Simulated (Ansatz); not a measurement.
A structure relaxed at PBE-D4/def2-SVP in Ansatz, charge 0, singlet:

```xyz
10

Al    1.876    0.301   -0.118
Al   -0.434    1.850   -0.124
Al    0.886   -1.429    1.879
Al   -0.216   -0.330   -2.055
Al   -1.663    0.282    1.869
As    0.813    1.220    1.951
As    1.132   -2.050   -0.783
As   -2.324    0.266   -0.792
As    1.146    1.704   -1.993
As   -1.215   -1.812    0.166
```

Question: Give its formula and point group.

Answer: the cluster Al₅As₅ (the lowest singlet isomer of a short search). Point group Cs (tolerance 0.1 Å).

Question: Summarise the bond lengths by kind (pairs closer than 1.2 times the sum of covalent radii, bridged metal pairs left out).

Answer: 16 × Al–As 2.45 to 2.85 Å; 2 × As–As 2.54 Å.

The restricted singlet is unstable towards broken spin symmetry in Hartree–Fock (as tested in another run); at PBE-D4/def2-SVP this wasn't settled. The structure comes from a short search, and lower isomers may exist.
